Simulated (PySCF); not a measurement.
## C₆ coefficients of unlike pairs at PBE

Calculated with PySCF 2.14 from the dipole response of each species, C₆(A,B) = (3/π) ∫ α_A(iu) α_B(iu) du, in atomic units, from isotropic polarisabilities. For ions this is the dispersion term alone; charge-induced terms of lower order in 1/R come first.

| species | configuration | basis | relativity | α (bohr³) | C₆ (like pair) |
| --- | --- | --- | --- | --- | --- |
| Ir | [Xe] 4f14 5d7 6s2 (4F) | def2-QZVPPD with the def2 core potential (60 electrons) (7s5p4d4f2g) | core potential | 48.20 | 525.4 |
| Os³⁺ | [Xe] 4f14 5d5 (6S) | aug-cc-pwCVTZ-PP with ECP60MDF (8s8p7d4f3g) | core potential | 7.142 | 38.70 |
| Be²⁺ | 1s2 (1S) | aug-cc-pVQZ with one added diffuse shell each of s, p, d, f, g type (7s6p5d4f3g) | none | 0.05398 | 0.01096 |
| Sr | [Kr] 5s2 (1S) | dyall-av2z (22s16p11d) | none | 206.7 | 3386 |

Question: Estimate C₆ for Sr with Os³⁺.

Answer: The integral gives 227.6. The combination rule 2 C_A C_B / (C_A α_B/α_A + C_B α_A/α_B) gives 211.9 and the geometric mean 362.0.

No spin-orbit coupling is included.

The other pairs:

```csv
pair,C₆
"Be²⁺, Os³⁺",0.5246
"Sr, Ir",1178
"Os³⁺, Ir",126.7
"Sr, Be²⁺",2.039
"Be²⁺, Ir",1.355
```
